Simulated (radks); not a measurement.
The numbers below are computed, except where a source is named.
Task: Valence configurations of the osmium ion Os+ (all share [Xe]). Code: a radial shooting solver on a logarithmic mesh with Libxc functionals. Model: Dirac Kohn-Sham, PBE, spin-unpolarised, spherical densities, point nucleus; open shells fill j = l - 1/2 first. Order these by energy: 4f13 5d6 6s1 6p1; 4f13 5d6 6s2; 4f14 5d6 6p1; 4f13.5 5d6 6s1.5; 4f12 5d6 6s1 6p2; 4f13 5d7 6s1; 4f12 5d8 6s1; 4f12 5d6 6s2 6p1; 4f14 5d6 6s1; 4f13.5 5d6.5 6s1.

Result: From the lowest, in eV above it: 4f14 5d6 6s1 0.000; 4f14 5d6 6p1 5.388; 4f13.5 5d6.5 6s1 23.449; 4f13.5 5d6 6s1.5 24.048; 4f13 5d7 6s1 49.139; 4f13 5d6 6s2 51.126; 4f13 5d6 6s1 6p1 57.007; 4f12 5d8 6s1 107.45; 4f12 5d6 6s2 6p1 121.23; 4f12 5d6 6s1 6p2 127.75. NIST lists [Xe] 4f14 5d6 6s1 as the ground configuration; this level of theory agrees among the configurations tried. The energies are those of spherical spin-averaged densities, not of single terms.
